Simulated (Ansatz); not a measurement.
Job for Ansatz (a quantum-chemistry and plane-wave program): R-PBE/def2-TZVPP on AlH3S (SMILES [AlH2][SH]), a point of a torsion scan.

Ansatz 0.2 input:
```yaml
crystal:
  periodic: [false, false, false]
  atoms:
    - {symbol: Al, position_ang: [-0.61356559, -0.06569438, 0.10444181]}
    - {symbol: S, position_ang: [1.47337890, -0.63790457, 0.38518141]}
    - {symbol: H, position_ang: [-1.75186900, -1.06439455, -0.15575119]}
    - {symbol: H, position_ang: [-0.98035639, 1.42744617, 0.15848308]}
    - {symbol: H, position_ang: [1.65419226, 0.42009674, 1.17749339]}
basis:
  gaussian:
    orbitals: def2-TZVPP
hamiltonian:
  xc: {name: PBE}
scf: {lower_state_search: off}
```

Problem. Give the final energy of this run.

Solution. -642.1478 hartree.
